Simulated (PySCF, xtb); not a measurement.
Ge(F)(Cl)2(NH2) (Cl₂FGeH₂N), SMILES [NH2][Ge]([F])([Cl])[Cl].

GFN2-xTB run with xtb at its own geometry gives an orbital gap of 5.37 eV and a dipole moment of 3.17 D.

The structure is a stationary point at B3LYP-D3(BJ)/def2-SVP. The structure was generated by enumeration, and PubChem lists no compound with its InChIKey, so it may never have been made. One conformer was computed; it need not be the lowest.

Problem. What does PBE/def2-TZVP (PySCF) give? (An estimate is asked for; the answer gives what the named calculation found.)

Solution. gap 4.83 eV (levels -7.18 and -2.35 eV), dipole 2.89 D.
